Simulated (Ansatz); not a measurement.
SiN₃H₇O, singlet: at a first-order saddle point.

Input (in.yaml):

```yaml
crystal:
  periodic: [false, false, false]
  atoms:
    - {symbol: Si, position_ang: [-0.325013, -0.243838, 0.115254]}
    - {symbol: N, position_ang: [0.836791, 0.972829, 0.963318]}
    - {symbol: O, position_ang: [-0.936595, -0.454301, 1.557272]}
    - {symbol: H, position_ang: [0.071269, 0.473412, 1.758549]}
    - {symbol: N, position_ang: [-1.070284, 0.611736, -1.166019]}
    - {symbol: N, position_ang: [0.504901, -1.541581, -0.591288]}
    - {symbol: H, position_ang: [1.811850, 0.718338, 1.047016]}
    - {symbol: H, position_ang: [0.750484, 1.965515, 0.790991]}
    - {symbol: H, position_ang: [-1.476996, 0.066264, -1.910077]}
    - {symbol: H, position_ang: [-1.669530, 1.392216, -0.946207]}
    - {symbol: H, position_ang: [0.647630, -2.398402, -0.087020]}
    - {symbol: H, position_ang: [0.855492, -1.562188, -1.531889]}
basis:
  gaussian: {orbitals: STO-3G}
hamiltonian: {xc: hf}
```

Run by:

```bash
ansatz run in.yaml --threads 8 --pin off --events-out ev --progress --plain --max-ram 19148MiB
```

What Ansatz 0.2.0 printed:

```
Functional definition: HF
  name "HF"
  cite "Fock, Z. Phys. 61, 126 (1930) doi:10.1007/BF01340294"
  parent pbe
  exchange = exact_x
  correlation = 0
473 factors; integrals over basis functions are off by at most 3.5e-5 eV
mean field evaluation 1: about -14273.0110 eV, gradient 3.3e1 eV
mean field evaluation 2: about -14273.1602 eV, gradient 3.3e1 eV
mean field evaluation 4: about -14277.4070 eV, gradient 2.7e0 eV
mean field evaluation 8: about -14277.4407 eV, gradient 7.5e-2 eV
mean field -14277.44075896 eV, -524.6862702948 hartree, gradient 1.2e-5 eV, S^2 0.000000; 0 other end points of the search recorded, 0 dependent functions left out
reference -14277.44075896 eV, -524.6862702948 hartree; 25, 25 occupied and 11, 11 virtual orbitals, 473 factors
Total energy: -14277.44075896 eV, -524.6862702948 hartree
```

The lines “mean field evaluation” count trial sets of orbitals through the whole run, from several starts and some on an approximate energy, so they need not fall steadily or lie above the final value.

Hardware: 8 CPU threads of an Arm Neoverse V2, shared host. Wall time about 0.1 s.
